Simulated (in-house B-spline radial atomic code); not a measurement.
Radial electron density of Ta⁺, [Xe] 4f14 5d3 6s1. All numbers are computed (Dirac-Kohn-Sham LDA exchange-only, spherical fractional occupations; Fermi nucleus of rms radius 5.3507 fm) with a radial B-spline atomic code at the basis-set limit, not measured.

Columns: r (bohr), 4πr²n(r) (electrons per bohr), bar.

```
0.000538    2.744 #
0.000674    3.949 #
0.000845    5.658 ##
 0.00106    8.058 ###
 0.00133    11.38 ####
 0.00166    15.79 #####
 0.00208    21.77 #######
  0.0026    29.44 ##########
 0.00326    39.21 #############
 0.00409       51 #################
 0.00512    64.22 #####################
 0.00641    77.94 ##########################
 0.00803    90.47 ##############################
  0.0101    99.66 #################################
  0.0126    103.1 ##################################
  0.0158    100.7 #################################
  0.0198    94.79 ################################
  0.0248    91.21 ##############################
   0.031    96.23 ################################
  0.0389    111.4 #####################################
  0.0487      128 ###########################################
   0.061    132.3 ############################################
  0.0764    119.2 ########################################
  0.0957    104.2 ###################################
    0.12    107.2 ####################################
    0.15    120.4 ########################################
   0.188    112.8 ######################################
   0.235    81.07 ###########################
   0.295     61.5 ####################
   0.369    68.83 #######################
   0.463    71.43 ########################
    0.58    52.77 ##################
   0.726    31.29 ##########
    0.91    19.82 #######
    1.14    14.04 #####
    1.43    8.834 ###
    1.79    4.672 ##
    2.24    2.362 #
     2.8     1.28 
    3.51   0.6497 
     4.4   0.2513 
    5.51   0.0642 
     6.9 0.009647 
    8.65 0.0007511 
    10.8 2.853e-05
```

On this grid the curve has 4 maxima, near 0.0126, 0.061, 0.15, 0.463 bohr.

The 5d3/2 radial function P(r) = rR(r), positive near the nucleus, with its small component Q(r) (sign convention: Q ≈ (P' + κP/r)/2c):

| r (bohr) | P | Q |
| --- | --- | --- |
| 0.00641 | 0.0007961 | 0.001578 |
| 0.0101 | 0.00248 | 0.003407 |
| 0.0158 | 0.007461 | 0.00685 |
| 0.0248 | 0.0215 | 0.01261 |
| 0.0389 | 0.05591 | 0.01998 |
| 0.061 | 0.1221 | 0.02475 |
| 0.0957 | 0.1977 | 0.01919 |
| 0.15 | 0.172 | 0.001374 |
| 0.235 | -0.06837 | -0.01306 |
| 0.369 | -0.3114 | -0.007711 |
| 0.58 | -0.1087 | 0.004926 |
| 0.91 | 0.4207 | 0.007811 |
| 1.43 | 0.7274 | 0.004172 |
| 2.24 | 0.6178 | 0.001089 |
| 3.51 | 0.3184 | -2.916e-05 |
| 5.51 | 0.08617 | -0.000105 |
| 8.65 | 0.008665 | -1.657e-05 |
